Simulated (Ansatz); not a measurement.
Harmonic frequencies (cm⁻¹) at PBE0-D4/def2-TZVP from Ansatz: 64, 96, 114, 142, 143, 181, 223, 273, 378, 500, 542, 569, 679, 1023, 1042, 1066, 1271, 1339, 1455, 1503, 1503, 1631, 3077, 3163, 3178, 3486, 3552.

Each molecule was computed in one conformer, which needn't be the lowest.

(1) Which molecule is it?
A. `C[NH2+][Al-]([Cl])([Cl])[Cl]`
B. `C[NH2+][GaH3-]`
C. `CC#[N+][InH3-]`
D. `[SiH3][NH2+][B-](Cl)(Cl)Cl`

Results:

(1) A.
